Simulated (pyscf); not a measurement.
**HN=GeH₂, singlet**

Gas-phase minimum from PySCF at ωB97X-D3(BJ)/def2-SVP, one conformer. HN=GeH₂ lies 37.2 kcal/mol over its isomer H₂N–GeH: [singlet] (electronic energy, ωB97M-D3(BJ)/def2-TZVP). 

```
Ge
N 1 1.6936
H 2 1.0249 1 112.38
H 1 1.5271 2 117.93 3 -180.00
H 1 1.5397 4 113.63 2 -180.00
```

Properties at ωB97X-D3(BJ)/def2-SVP:

| Quantity | Value |
|---|---|
| Harmonic wavenumbers, unscaled | 545, 560, 787, 879, 901, 965, 2160, 2236, 3551 cm⁻¹ |
| Zero-point energy | 18.0 kcal/mol |
| Rotational symmetry number | 1 |
| Entropy of this conformer at 298 K and 1 atm, rigid rotor and harmonic oscillator, modes under 100 cm⁻¹ raised to 100 | 257.3 J/(mol K) |
| Dipole moment | 2.66 D |

Single-point totals, which compare only within one level (frozen core for MP2 and CC):

```json
[
 {"level": "ωB97X-D3(BJ)/def2-TZVP", "total energy (hartree)": "-2133.48743"},
 {"level": "PBE/def2-TZVP", "total energy (hartree)": "-2133.13976"},
 {"level": "r²SCAN/def2-TZVP", "total energy (hartree)": "-2133.47890"},
 {"level": "B3LYP-D3(BJ)/def2-TZVP", "total energy (hartree)": "-2133.57503"},
 {"level": "PBE0-D3(BJ)/def2-TZVP", "total energy (hartree)": "-2133.19133"},
 {"level": "M06-2X/def2-TZVP", "total energy (hartree)": "-2133.49131"},
 {"level": "ωB97M-D3(BJ)/def2-TZVP", "total energy (hartree)": "-2133.55132"},
 {"level": "HF/def2-TZVPP", "total energy (hartree)": "-2131.51315"},
 {"level": "MP2/def2-TZVPP", "total energy (hartree)": "-2131.98982"},
 {"level": "CCSD/def2-TZVPP", "total energy (hartree)": "-2131.99676"},
 {"level": "CCSD(T)/def2-TZVPP", "total energy (hartree)": "-2132.01896"}
]
```

The CCSD(T) − MP2 part came from Ansatz, without density fitting, on the same reference. The frozen core leaves the outer d or s,p core shells of the metals and heavy elements correlated in the MP2 and CC values, and def2-TZVPP describes them poorly, so these totals are far from the basis limit. Elements up to Kr have no core potential and no relativistic terms here.
